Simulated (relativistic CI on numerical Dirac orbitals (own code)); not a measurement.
## Fe⁶⁺: K-alpha X-ray emission

Computed with this model: Dirac-Coulomb-Breit CI, orbitals from a KLI potential per configuration, a model potential for QED, valence Slater integrals scaled by 0.9, multiplet model of X-ray emission after core ionisation; configurations [Ar] 3d2 → 1s 2s2 2p6 3s2 3p6 3d2 → [He] 2s2 2p5 3s2 3p6 3d2; 80 K; Lorentzian 1.8 eV and Gaussian 0.6 eV FWHM. Energies are those of the free ion, without screening or charge transfer. S is read from ⟨S²⟩ = S(S + 1).

Field parameters in Wybourne normalisation: Oh B⁴₀ = 21Dq, B⁴₄ = √(5/14) B⁴₀. The field is a parameter set, without covalency.

free ion: ground-state S = 1.00, centroid 6395.06 eV. Peaks (eV, height): 6381.2 (19), 6386.6 (40), 6394.4 (14), 6399.4 (100).

Oh, 10Dq = 16200 cm⁻¹: ground-state S = 1.00, centroid 6395.32 eV. Peaks (eV, height): 6380.8 (11), 6386.6 (49), 6392.0 (12), 6399.4 (100).

Strongest unbroadened transitions for Oh, 10Dq = 16200 cm⁻¹:

| Energy (eV) | Relative strength |
| --- | --- |
| 6386.04 | 53.9 |
| 6386.19 | 23.5 |
| 6387.05 | 79.2 |
| 6387.07 | 22.2 |
| 6398.49 | 27.1 |
| 6398.65 | 18.1 |
| 6399.14 | 16.4 |
| 6399.18 | 60.8 |
| 6399.20 | 24.9 |
| 6399.35 | 13.6 |
| 6399.38 | 63.1 |
| 6399.97 | 25.8 |
| 6400.05 | 20.8 |
| 6400.07 | 32.0 |
| 6400.19 | 15.3 |
| 6400.99 | 22.4 |
| 6401.03 | 100.0 |
| 6401.10 | 78.6 |
